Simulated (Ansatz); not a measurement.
The cluster ZrSe2, relaxed as a singlet with RKS PBE-D4/def2-TZVP in Ansatz, starting from the GFN1-xTB geometry. Force threshold 0.02 eV/Å.

In the def2 sets Zr takes a core potential; there is no spin–orbit coupling. The relaxation made no stability test and no search for a lower SCF solution. The structure comes from a short search, and lower isomers may exist.

Start:

```xyz
3

Zr   -0.1268   -0.1172    0.0281
Se   -1.3049    1.1676   -1.5657
Se    1.4317   -1.0504    1.5376
```

(1) Estimate the energy that the relaxation releases and the steps that it takes.

(2) Does the start keep its bonding?

(3) Predict the relaxed structure.

Results:

(1) 133.2 kJ/mol, in 8 steps; 14 s on 4 threads of Intel Xeon Platinum 8259CL on a shared host. No frequencies were taken in this run, so the end may be a saddle point.

(2) By distances, no bond broke or formed. The bond that changes most is Zr1–Se2, from 2.36 to 2.36 Å (atoms count from 1).

(3) 
```xyz
3

Zr   -0.665   -0.615    0.147
Se   -0.783    1.212   -1.339
Se    1.449   -0.597    1.192
```
Bond lengths: 2 × Se–Zr 2.36 Å.
